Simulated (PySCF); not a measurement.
This PySCF input asks for the NMR shieldings of SMILES CB(C)[C@H]1COC1=O, C5H9BO2; the geometry comes from GFN2-xTB.

```python
import basis_set_exchange as bse
import numpy as np
from pyscf import gto, dft
from pyscf.prop import nmr

atoms = """
C    -1.440374    1.012046   -1.114522
B    -0.709850    0.191410    0.006724
C    -1.435667   -0.904236    0.870493
C     0.839456    0.473605    0.189672
C     1.767217   -0.483854    0.957936
O     2.453404   -0.815054   -0.264528
C     1.686144    0.028838   -0.994020
O     1.723608    0.267801   -2.158437
H    -2.419972    0.625479   -1.382818
H    -0.832248    1.062811   -2.017041
H    -1.582553    2.045356   -0.798099
H    -1.096691   -0.938131    1.904425
H    -1.220810   -1.886311    0.445869
H    -2.517282   -0.798165    0.873638
H     1.026418    1.526083    0.406483
H     2.450560   -0.026420    1.674441
H     1.301642   -1.369229    1.389873
"""
names = dict.fromkeys(["C", "B", "O", "H"], "pcSseg-1")
basis = {el: gto.basis.parse(bse.get_basis(n, elements=[el], fmt="nwchem")) for el, n in names.items()}
mol = gto.M(atom=atoms, basis=basis, charge=0, verbose=0)
mf = dft.RKS(mol, xc="PBE0")
mf.grids.level = 2
mf.grids.alignment = dft.numint.BLKSIZE   # the property module wants whole blocks of grid points
mf.conv_tol = 1e-9
mf.kernel()

calc = nmr.RKS(mf)   # GIAO
C = mf.mo_coeff
Co = C[:, mf.mo_occ > 0]
resp = mf.gen_response(singlet=True, hermi=2)
def vind(x):   # induced exchange potential for any number of trial vectors
    d = np.einsum("pi,xij,qj->xpq", C, 2 * x.reshape(-1, C.shape[1], Co.shape[1]), Co, optimize=True)
    return np.einsum("xpq,pi,qj->xij", resp(d - d.transpose(0, 2, 1)), C, Co, optimize=True).ravel()
mo1, _ = nmr.rhf.solve_mo1(calc, with_cphf=vind)
sigma = calc.kernel(mo1)
for i, s in enumerate(sigma):   # ppm
    print("%2d %-2s %9.2f" % (i, mol.atom_pure_symbol(i), np.trace(s) / 3))
```

Q: What are the results?

A: 
```
 0 C     172.04
 1 B      14.83
 2 C     172.47
 3 C     125.42
 4 C     122.75
 5 O      54.90
 6 C      13.49
 7 O     -88.38
 8 H      30.58
 9 H      29.89
10 H      31.03
11 H      30.71
12 H      30.79
13 H      30.34
14 H      27.70
15 H      27.35
16 H      27.27
```

These numbers come from an equivalent density-fitted implementation of the same equations, which agrees with the script to about 0.01 ppm for H and up to a few tenths of a ppm for heavy atoms, so last digits may differ.

Size and cost of the density-fitted run: 181 basis functions, 24 s wall time on 1 thread of an Arm Neoverse V1, shared host; peak memory 0.81 GiB.
